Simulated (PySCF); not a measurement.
PySCF 2.14 output of an unrestricted PBE0 calculation on a single atom or ion in jorge-DZP-DKH (8s6p2d1f, 43 functions), with scalar relativity by spin-free X2C-1e:

```
SCF conv_tol = 1e-09
number electrons alpha = 13  beta = 9
    C. Adamo and V. Barone.,  J. Chem. Phys. 110, 6158 (1999)
    M. Ernzerhof and G. E. Scuseria.,  J. Chem. Phys. 110, 5029 (1999)
cycle= 1 E= -1049.65706482801  delta_E= -0.00788  |g|= 0.022  |ddm|= 0.12
cycle= 2 E= -1049.65711677095  delta_E= -5.19e-05  |g|= 0.0139  |ddm|= 0.0342
cycle= 3 E= -1049.65715232773  delta_E= -3.56e-05  |g|= 0.00113  |ddm|= 0.0136
cycle= 4 E= -1049.65715255252  delta_E= -2.25e-07  |g|= 8.27e-05  |ddm|= 0.00108
cycle= 5 E= -1049.65715255456  delta_E= -2.04e-09  |g|= 1.11e-05  |ddm|= 0.000132
cycle= 6 E= -1049.65715255462  delta_E= -5.71e-11  |g|= 1e-06  |ddm|= 2.14e-05
converged SCF energy = -1049.65715255462  <S^2> = 6.0003599  2S+1 = 5.000144
```

The run itself started from symmetry-adapted Hartree-Fock orbitals and held the occupation by maximum overlap, on a logarithmic radial grid, so the iterations belong to that start.

Q: Which element, charge and spin multiplicity is this?

A: Cr²⁺ (chromium, charge +2), multiplicity 5; the state was [Ar] 3d4, high-spin 5D determinant.
